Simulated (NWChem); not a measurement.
System: AlH2SeOF; SMILES [Al]([OH])([F])[SeH]

```xyz
6

Al     0.1098    -0.9452     0.0001
F     -1.2329    -1.9240    -0.0004
O      1.6685    -1.5962    -0.0003
H      1.8970    -2.5271     0.0008
Se    -0.1725     1.3274     0.0013
H      1.2887     1.5061     0.0016
```
Atoms are numbered in this order, from 1.

Level: PBE0/def2-SVP (NWChem), optimised geometry, unscaled harmonic frequencies. This build's default masses of Se (78.918 u) and Br (79.917 u) are each other's, which moves their modes by up to 0.6 %.

**Question.** List the harmonic frequencies with IR intensities, and the thermochemistry.

**Answer.** 
```json
[
 {"frequency (cm⁻¹)": "142", "IR intensity (km/mol)": "2.3"},
 {"frequency (cm⁻¹)": "201", "IR intensity (km/mol)": "28.6"},
 {"frequency (cm⁻¹)": "229", "IR intensity (km/mol)": "15.0"},
 {"frequency (cm⁻¹)": "242", "IR intensity (km/mol)": "21.2"},
 {"frequency (cm⁻¹)": "326", "IR intensity (km/mol)": "165.6"},
 {"frequency (cm⁻¹)": "387", "IR intensity (km/mol)": "53.3"},
 {"frequency (cm⁻¹)": "551", "IR intensity (km/mol)": "139.4"},
 {"frequency (cm⁻¹)": "591", "IR intensity (km/mol)": "5.5"},
 {"frequency (cm⁻¹)": "825", "IR intensity (km/mol)": "176.0"},
 {"frequency (cm⁻¹)": "958", "IR intensity (km/mol)": "106.6"},
 {"frequency (cm⁻¹)": "2456", "IR intensity (km/mol)": "3.1"},
 {"frequency (cm⁻¹)": "3985", "IR intensity (km/mol)": "134.0"}
]
```

The zero-point energy is 15.6 kcal/mol, the thermal correction to the enthalpy at 298.15 K (with zero-point energy) is 20.1 kcal/mol and the heat capacity Cv is 19.6 cal/(mol K). The entropy at 298.15 K and 1 atm (symmetry number 1) is 80.3 cal/(mol K) and the dipole moment is 1.78 D.

Rigid rotor and harmonic oscillator.
